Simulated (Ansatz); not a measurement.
HClOSi, SMILES `O[Si]Cl` (lower singlet; H–O–Si–Cl torsion 0°) (charge 0, multiplicity 1). This singlet lies 2.64 eV below the relaxed triplet at the level frozen-core CCSD(T)/cc-pVTZ // PBE0-D3(BJ)/def2-TZVP (Ansatz, a first-principles code).

Cartesian coordinates (Å):
SMILES: O[Si]Cl
```xyz
4

O     -1.0604     0.2034    -0.0030
Si     0.3377     1.0546    -0.0014
Cl     1.7659    -0.4988     0.0056
H     -1.0432    -0.7593    -0.0011
```
Charge 0, spin multiplicity 1.

Frozen-core energies in cc-pVDZ from Ansatz at a geometry from PBE0-D3(BJ)/def2-TZVP; the HF reference has <S^2> = 0.00 and the T1 diagnostic is 0.015.

```tsv
level	energy (Ha)
HF	-823.94868
MP2	-824.34935
CCSD	-824.37560
```

Question: Estimate the energies of CCSD(T), CCSDT and CCSDT(Q), and give each level's difference from CCSDT(Q).

Answer: 
```
level     energy (Ha)  difference from CCSDT(Q) (mHa)
--------  -----------  ------------------------------
MP2        -824.34935                           38.86
CCSD       -824.37560                           12.62
CCSD(T)    -824.38624                            1.98
CCSDT      -824.38697                            1.24
CCSDT(Q)   -824.38822                            0.00
```
